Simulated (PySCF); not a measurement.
Precursor series Hf OH-H. Gas-phase values, no solvent. One relaxed conformer stands for each flexible species; it need not be the lowest.

Level of theory: B3LYP-D3(BJ)/def2-TZVP // r2SCAN-D4/def2-SVP (PySCF). B3LYP has the VWN-RPA correlation part, as in Gaussian. 

```csv
species,charge on the central atom (Mulliken) (e),mean distance from the central atom to its bonded neighbours (Å),HOMO–LUMO gap (eV)
0 of 4 OH replaced by H,1.63,1.936,7.93
1 of 4 OH replaced by H ([Hf(OH)3(H)]),___,1.911,___
2 of 4 OH replaced by H ([Hf(OH)2(H)2]),1.18,1.890,6.20
3 of 4 OH replaced by H,___,1.868,6.14
4 of 4 OH replaced by H ([Hf(H)4]),0.82,1.847,5.93
```

Some entries are withheld; supply them.


- 1 of 4 OH replaced by H ([Hf(OH)3(H)]), charge on the central atom (Mulliken) (e): 1.39
- 1 of 4 OH replaced by H ([Hf(OH)3(H)]), HOMO–LUMO gap (eV): 7.40
- 3 of 4 OH replaced by H, charge on the central atom (Mulliken) (e): 0.98
